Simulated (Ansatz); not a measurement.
Total energies of `[CH3][In-]([CH3])([F])[SeH2+]`.

Z-matrix (Å, degrees):
```
C
In 1 2.136
H 1 1.091 2 110.8
H 1 1.090 2 108.6 3 120.3
H 1 1.091 2 110.4 3 -120.4
C 2 2.138 1 142.3 3 62.0
F 2 2.030 1 107.6 3 -139.9
Se 2 2.994 1 100.9 3 -62.3
H 6 1.091 2 110.8 1 -65.0
H 6 1.091 2 110.7 1 55.4
H 6 1.090 2 108.5 1 174.8
H 8 1.487 2 65.5 1 -105.7
H 8 1.468 2 92.1 1 163.5
```

Charge 0, multiplicity 1. Correlated methods include outer-core shells of In, Se, which these sets cover unevenly. Scalar relativity is left out up to krypton. In: def2 effective core potential. The geometry is a stationary point of PBE0-D4/def2-TZVP. It is one conformer, not always the lowest. Basis def2-TZVPP, the Gaussian-basis code of Ansatz.

RPA on PBE orbitals: Hartree–Fock energy of these orbitals -2768.90879 Eh, correlation -1.87555 Eh (frozen core).

| functional | energy without D4 (Eh) | D4 term (kJ/mol) |
| --- | --- | --- |
| LDA (SPW92) | -2767.51093 | – |
| revPBE | -2772.46340 | -67.4 |
| PBE0 | -2772.18893 | -22.8 |
| B3LYP | -2772.78615 | -42.3 |
| r2SCANh | -2772.61564 | -7.3 |
| HSE06 (plane-wave form) | -2772.18082 | -21.6 |
| LC-ωPBE | -2772.27867 | – |
| ωB97X-V | -2772.37528 | – |
| ωB97M-V | -2772.40061 | – |
| PBE-QIDH | -2771.64902 | – |

Give the same for PBE, BLYP, r2SCAN, B97M-V, r2SCAN0, BHLYP, CAM-B3LYP, B2PLYP. (Estimate.)

The calculation gave: 
```json
{"functional": "PBE", "energy without D4 (Eh)": "-2772.09795", "D4 term (kJ/mol)": "-26.3"}
{"functional": "BLYP", "energy without D4 (Eh)": "-2772.60130", "D4 term (kJ/mol)": "-54.8"}
{"functional": "r2SCAN", "energy without D4 (Eh)": "-2772.64215", "D4 term (kJ/mol)": "-6.8"}
{"functional": "B97M-V", "energy without D4 (Eh)": "-2772.20260", "D4 term (kJ/mol)": "–"}
{"functional": "r2SCAN0", "energy without D4 (Eh)": "-2772.57785", "D4 term (kJ/mol)": "-8.1"}
{"functional": "BHLYP", "energy without D4 (Eh)": "-2772.48378", "D4 term (kJ/mol)": "-37.1"}
{"functional": "CAM-B3LYP", "energy without D4 (Eh)": "-2772.70314", "D4 term (kJ/mol)": "-23.7"}
{"functional": "B2PLYP", "energy without D4 (Eh)": "-2771.94600", "D4 term (kJ/mol)": "–"}
```

B3LYP takes the VWN-RPA correlation (the form of Gaussian; ORCA's B3LYP/G). HSE06 is the plane-wave form, built on full-range PBE exchange. The double hybrids freeze the cores in their second-order part.

LC-ωPBE has ω = 0.4 bohr⁻¹.
